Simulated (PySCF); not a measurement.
**Question.** Give a GFN2-xTB geometry of `C/C(=C/C(F)F)CF`.

**Answer.** 
Z-matrix in Å and degrees, rows numbered from 1:
```
C 
C   1  1.4939
C   2  1.3284  1  122.48
C   3  1.4994  2  124.27  1  -178.26
F   4  1.3541  3  110.40  2   179.50
F   4  1.3648  3  111.07  2    62.36
C   2  1.5086  1  115.64  3   179.41
F   7  1.3777  2  111.05  1  -126.17
H   1  1.0891  2  109.99  3   123.08
H   1  1.0890  2  109.93  3  -118.34
H   1  1.0854  2  111.10  3     2.32
H   3  1.0791  2  121.30  1    -0.13
H   4  1.1012  3  114.14  2   -58.92
H   7  1.0935  2  111.35  1    -7.78
H   7  1.0959  2  111.36  1   115.32
```

The C–C distances run from 1.328 Å (C2=C3, drawn double) to 1.509 Å (C2–C7, drawn single), a spread of 0.181 Å. The C–F distances run from 1.354 Å (C4–F5, drawn single) to 1.378 Å (C7–F8, drawn single), a spread of 0.024 Å. Of the pairs four or more bonds apart, F8···H13 is among the closest relative to their van der Waals radii: 2.42 Å, 91 % of the sum of Bondi's values.

The geometry is computed with GFN2-xTB (gas phase).

Point group: C1 (no symmetry element, even within 0.4 Å). No GFN2-xTB frequencies stand behind this structure, so it isn't proved a minimum. The numbers are those of one conformer (C2–C3–C4–F5 179°, C1–C2–C7–F8 -126°).
